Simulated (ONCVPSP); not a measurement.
## Si (Z = 14): variants of one ONCV potential

Base potential:

```json
{
  "Element": "silicon",
  "Generator": "ONCVPSP 4.0.1",
  "Type": "optimised norm-conserving Vanderbilt (ONCV)",
  "Functional": "PBEsol",
  "Relativity": "fully relativistic",
  "Frozen core": "[Ne]",
  "Valence charge": "4",
  "Reference configuration": "3s2 3p1.5 (charge +0.5)",
  "Partial waves": "3s: rc 1.60 bohr, ncon 4, nbas 8, qcut 4.7 1/bohr, 2 projectors, debl 1.4 Ha; 3p: rc 2.35 bohr, ncon 4, nbas 8, qcut 3.6 1/bohr, 1 projector",
  "Local potential": "polynomial inside 1.15 bohr (lpopt 5, dvloc0 0 Ha)",
  "Core correction": "Teter function fitted to the true core (icmod 2), fcfact 0.75"
}
```

Open shells are filled in proportion to 2j + 1.

All-electron outer shells of the reference configuration (PBEsol, scalar-relativistic, ld1.x):

```tsv
shell	level (eV)	outermost node (bohr)	outermost maximum (bohr)
2s	-143.55	0.15	0.45
2p	-99.86	–	0.39
3s	-14.68	0.72	1.77
3p	-7.65	0.72	2.09
```

Cutoffs, loose and tight: the cutoffs (Ha) at which the residual kinetic energy of the hardest occupied pseudo-wave falls to 1 and 0.1 mHa per electron. They do not see the model core or the augmentation charge, which bear on the density cutoff. Test errors are all-electron minus pseudo excitation energies from the reference, over the configurations 3s2 3p2; 3s2 3p1; 3s2 3p0; 3s1 3p2. A dash means not determined; rows that change the core or the reference have their own tests.

A true bound ghost makes a file unfit for plane-wave use even where its test errors are small: the radial tests pick states by their node count and pass the ghost by.

```csv
change,outcome,"cutoff, loose","cutoff, tight",bound ghosts,GHOST(+) flags above zero,largest test error (meV)
base,generated,8.2 Ha,10 Ha,none,s,+7.6
p: qcut 4.9,generated,8.2 Ha,10 Ha,none,s,+8.5
s: qcut 6.8; p: qcut 5.2,generated,7.9 Ha,15 Ha,s,none,+8.5
scalar-relativistic,generated,8.2 Ha,10 Ha,none,s,+7.2
"core correction Teter function fitted to the true core (icmod 2), fcfact 0.6",generated,8.2 Ha,10 Ha,none,s,+7.3
"s: ncon 5, nbas 9",generated,7.9 Ha,45 Ha,none,s,+6.9
"local potential polynomial inside 1.05 bohr (lpopt 5, dvloc0 2 Ha)",generated,8.2 Ha,10 Ha,none,s,+7.5
p: rc 2.18,generated,8.2 Ha,10 Ha,none,s,+6.5
"core correction Teter function fitted to the true core (icmod 2), fcfact 0.55",generated,8.2 Ha,10 Ha,none,s,+7.1
```

Q: What comes out with this change to the base: reference 3s1 3p3?

A: outcome: generated; cutoff, loose: 8.2 Ha; cutoff, tight: 10 Ha; bound ghosts: none; GHOST(+) flags above zero: s; largest test error (meV): +3.4.
